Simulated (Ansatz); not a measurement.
Gas-phase electronic energies from Ansatz, PBE0-D4/def2-TZVP geometries. CCSD(T)/CBS is the MP2 limit (def2-TZVPP, def2-QZVPP) plus CCSD(T) − MP2 in def2-TZVPP, frozen cores. This one scheme is used for every species. DFT in def2-TZVPP. HSE06 is defined as in plane-wave codes. One conformer a species, not always the lowest.

Consider the formal exchange of groups at the Si–F bond: `BC[SiH](O)F` + `N=CCl` → `BC[SiH2]O` + `N=C(F)Cl`.

`BC[SiH](O)F`:

Cartesian coordinates in Å:
```
B -0.054 1.405 -0.853
C 0.831 0.482 -0.002
Si -0.239 -0.806 0.831
O -1.287 -1.523 -0.193
F 0.757 -1.893 1.447
H -0.246 1.169 -2.011
H -0.612 2.344 -0.362
H 1.321 0.982 0.841
H 1.569 -0.093 -0.572
H -1.052 -0.272 1.938
H -0.989 -1.792 -1.063
```

`N=CCl`:

Z-matrix (Å, degrees):
```
C
N 1 1.247
Cl 1 1.729 2 121.0
H 1 1.091 2 128.0 3 180.0
H 2 1.019 1 110.5 3 -180.0
```

`BC[SiH2]O`:

```xyz
11

B     1.580    0.403   -0.860
C     0.485   -0.563   -0.392
Si   -0.790    0.347    0.661
O    -1.908   -0.702    1.264
H     2.550    0.601   -0.186
H     1.458    1.022   -1.879
H     0.842   -1.356    0.273
H    -0.106   -0.988   -1.211
H    -0.154    0.959    1.850
H    -1.446    1.394   -0.168
H    -2.511   -1.119    0.648
```

`N=C(F)Cl`:

```xyz
5

N     0.384    0.457    0.856
C     0.108    0.082   -0.290
F     0.712    0.589   -1.341
Cl   -1.045   -1.107   -0.790
H    -0.160   -0.021    1.565
```

Task: Is it downhill or uphill in electronic energy at CCSD(T)/CBS, and by how much? (Estimate.)

Result: Ansatz gave: Uphill: ΔE = +216.7 kJ/mol.

Task: What do these levels give: LDA (SPW92), PBE-D4, revPBE-D4, ωB97M-V, PBE0, HSE06, CAM-B3LYP, RPA@PBE/def2-TZVPP, MP2/def2-TZVPP, SCS-MP2/def2-TZVPP, CCSD(T)/def2-TZVPP, CCSD/CBS(def2)? (Estimate.)

Result: Ansatz gave: LDA (SPW92) 183.3, PBE-D4 188.2, revPBE-D4 187.9, ωB97M-V 205.5, PBE0 195.5, HSE06 195.2, CAM-B3LYP 205.8, RPA@PBE/def2-TZVPP 203.5, MP2/def2-TZVPP 215.7, SCS-MP2/def2-TZVPP 214.1, CCSD(T)/def2-TZVPP 210.5, CCSD/CBS(def2) 219.7 kJ/mol.

Largest T1 diagnostic among the species: 0.013.

At CCSD(T), def2-SVP lies −30.6 kJ/mol from the extrapolated value and def2-TZVPP −6.2 kJ/mol. From PBE to PBE0 (25 % exact exchange), in def2-TZVPP and without D4, ΔE moves by +8.0 kJ/mol. Leaving LDA and LC-ωPBE aside and taking each functional with its dispersion term where it has one, the values, not all of them listed here, spread over 25.6 kJ/mol, from revPBE-D4 to BHLYP-D4. LDA lies −4.2 kJ/mol from PBE without D4.
